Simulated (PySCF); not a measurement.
Species: Si(NMe2)2Me2, C6H18N2Si.
InChI=1S/C6H18N2Si/c1-7(2)9(5,6)8(3)4/h1-6H3

The closed-shell ground state was solved at several levels (PySCF, density fitting, gas phase, non-relativistic). Isolated species at its PBE0-D3(BJ)/def2-SVP geometry (one conformer only).

```csv
level,basis functions,HOMO (eV),LUMO (eV),gap (eV),dipole (D)
wB97X-D/pcSseg-1,250,-7.75,2.85,10.60,0.01
PBE0/pcSseg-1,250,-5.89,1.06,6.95,0.05
```

**Question.** What might PBE0/def2-SVPD (328 basis functions) give for the same quantities?

**Answer.** HOMO -5.93 eV, LUMO 0.48 eV, gap 6.41 eV, dipole 0.15 D.

**Question.** Over all these levels, which gives the widest orbital gap and which the narrowest?

**Answer.** wB97X-D/pcSseg-1 (range-separated hybrid) has the widest, 10.60 eV, and PBE0/def2-SVPD (global hybrid, 25 % exact exchange) the narrowest, 6.41 eV. Functional and basis both differ between the two, so the spread mixes both effects.

**Question.** How far do the dipole and the HOMO energy spread over the levels?

**Answer.** The dipole runs from 0.01 to 0.15 D (mean 0.07 D) and the HOMO from -7.75 to -5.89 eV.
